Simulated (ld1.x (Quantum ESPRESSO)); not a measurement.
**Rb ultrasoft: all-electron and pseudo phase curves**

- Element: Rb
- Generator: ld1.x (Quantum ESPRESSO) 7.5
- Type: ultrasoft
- Functional: LDA (PZ)
- Relativity: scalar-relativistic
- Frozen core: [Ar] 3d10
- Valence charge: 9
- Reference configuration: 4s2 4p6 4d0 5s0.75 5p0 (charge +0.25)
- Partial waves: 4s (bound): rcut 1.90, rcutus 2.30 bohr; 5s (bound): rcut 1.90, rcutus 2.30 bohr; 4p (bound): rcut 2.65, rcutus 3.20 bohr; 5p (bound, empty): rcut 2.65, rcutus 3.20 bohr; 4d (bound, empty): rcut 3.70, rcutus 4.70 bohr; 4d channel at 0.9 Ry: rcut 3.70, rcutus 4.70 bohr
- Local potential: all-electron potential smoothed inside 1.95 bohr (lloc = -1)
- Core correction: Bessel-smoothed model core, default radius (core density twice the valence density)
- Augmentation charge: PSQ, inside the norm-conserving radii

The phase is arctan(r·u′/u) with u = r·R(r), unwrapped; energies in Ry, scanned from -4 to 5 Ry. A pole is an energy at which the radial function vanishes at the test radius. The pseudo phase is shifted by a multiple of π to meet the all-electron one at the reference energy, and phase errors are pseudo minus all-electron; the curves can meet again beyond the range given. Levels narrower than the energy grid can be missing from the lists of poles.

Task: For each channel, where are the poles, and over which energies does the pseudopotential scatter like the atom?

Result:

```
channel  radius (bohr)  reference energy (Ry)  poles, all-electron     poles, pseudo  unbroken range about the reference energy with phases within 0.05 rad  phase error 1 Ry above the reference energy (rad)
      s           5.12                  -0.24           0.13, 2.21        0.13, 2.21                                                              below 3.5                                             +0.001
      p           5.12                  -0.11           0.55, 2.75        0.48, 2.08                                                            -1.1 to 0.7                                             -0.134
      d           5.12                  -0.06     0.15, 1.49, 3.83  0.15, 1.46, 3.44                                                              below 1.9                                             -0.000
```

The ghost test of this file was not conclusive. Its overlap operator is not positive definite in a basis up to 400 Ry (lowest eigenvalue p -1.15), so the file is unfit for use: the generalised eigenproblem breaks down once the basis is large enough, and its test numbers describe a broken file.

Phases in the s channel:

```json
{"E (Ry)": "-4.00", "all-electron": "1.469", "pseudo": "1.469"}
{"E (Ry)": "-3.52", "all-electron": "1.461", "pseudo": "1.461"}
{"E (Ry)": "-3.04", "all-electron": "1.452", "pseudo": "1.452"}
{"E (Ry)": "-2.56", "all-electron": "1.439", "pseudo": "1.439"}
{"E (Ry)": "-2.08", "all-electron": "1.422", "pseudo": "1.422"}
{"E (Ry)": "-1.60", "all-electron": "1.395", "pseudo": "1.395"}
{"E (Ry)": "-1.12", "all-electron": "1.345", "pseudo": "1.345"}
{"E (Ry)": "-0.64", "all-electron": "1.188", "pseudo": "1.188"}
{"E (Ry)": "-0.16", "all-electron": "-1.155", "pseudo": "-1.155"}
{"E (Ry)": "0.32", "all-electron": "-1.667", "pseudo": "-1.667"}
{"E (Ry)": "0.80", "all-electron": "-2.022", "pseudo": "-2.022"}
{"E (Ry)": "1.28", "all-electron": "-4.329", "pseudo": "-4.327"}
{"E (Ry)": "1.76", "all-electron": "-4.629", "pseudo": "-4.628"}
{"E (Ry)": "2.24", "all-electron": "-4.717", "pseudo": "-4.716"}
{"E (Ry)": "2.72", "all-electron": "-4.787", "pseudo": "-4.785"}
{"E (Ry)": "3.20", "all-electron": "-4.917", "pseudo": "-4.908"}
{"E (Ry)": "3.68", "all-electron": "-6.557", "pseudo": "-6.292"}
{"E (Ry)": "4.16", "all-electron": "-7.686", "pseudo": "-7.670"}
{"E (Ry)": "4.64", "all-electron": "-7.791", "pseudo": "-7.785"}
```
